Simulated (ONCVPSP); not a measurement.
## Hf: variants of one ONCV potential

Base potential:

hafnium (Hf), optimised norm-conserving Vanderbilt (ONCV), made with ONCVPSP 4.0.1 (PBE, scalar-relativistic). Core [Kr] 4d10, reference 4f14 5s2 5p6 5d3 6s1. Waves: 5s+6s: rc 1.75 bohr, ncon 3, nbas 6, qcut 5.3 1/bohr, 2 projectors; 5p: rc 1.55 bohr, ncon 5, nbas 9, qcut 9.2 1/bohr, 2 projectors, debl 3.2 Ha; 5d: rc 1.95 bohr, ncon 4, nbas 9, qcut 4.1 1/bohr, 2 projectors, debl 0.6 Ha; 4f: rc 0.60 bohr, ncon 3, nbas 8, qcut 17.4 1/bohr, 2 projectors, debl 4 Ha. Local part: polynomial inside 0.40 bohr (lpopt 5, dvloc0 0 Ha). Core correction: Teter function, fcfact 5.25, rcfact 1.35.

Cutoffs, loose and tight: the cutoffs (Ha) at which the residual kinetic energy of the hardest occupied pseudo-wave falls to 1 and 0.1 mHa per electron. They do not see the model core or the augmentation charge, which bear on the density cutoff. Test errors are all-electron minus pseudo excitation energies from the reference, over the configurations 4f14 5s2 5p6 5d2 6s2; 4f14 5s2 5p6 5d2 6s1; 4f14 5s2 5p6 5d2 6s0; 4f14 5s2 5p6 5d2.5 6s1.5. A dash means not determined; rows that change the core or the reference have their own tests.

A true bound ghost makes a file unfit for plane-wave use even where its test errors are small: the radial tests pick states by their node count and pass the ghost by.

```tsv
change	outcome	bound ghosts	GHOST(+) flags above zero	largest test error (meV)
base	generated	s, p, d	p, d	-3.3
p: rc 1.06	generated	s, p, d	p, d	-3.3
p: rc 1.24	generated	s, p, d	p, d	-3.3
p: rc 1.4	generated	s, p, d	p, d	-3.3
p: rc 1.56	generated	s, p, d	p, d	-3.3
p: rc 1.78	generated	s, p, d	p, d	-3.4
p: rc 1.88	generated	s, p, d	p, d	-3.4
p: rc 2.08	generated	s, p, d	d	-3.4
p: rc 2.26	generated	s, p, d	p, d	-3.4
```

Reading the sweep of the p radius (base included, trends over the rows without a ghost): Bound ghosts are found at 1.06, 1.24, 1.4, 1.55, 1.56, 1.78, 1.88, 2.08, 2.26 bohr. Every judged row has one, so this setting neither creates nor removes them.
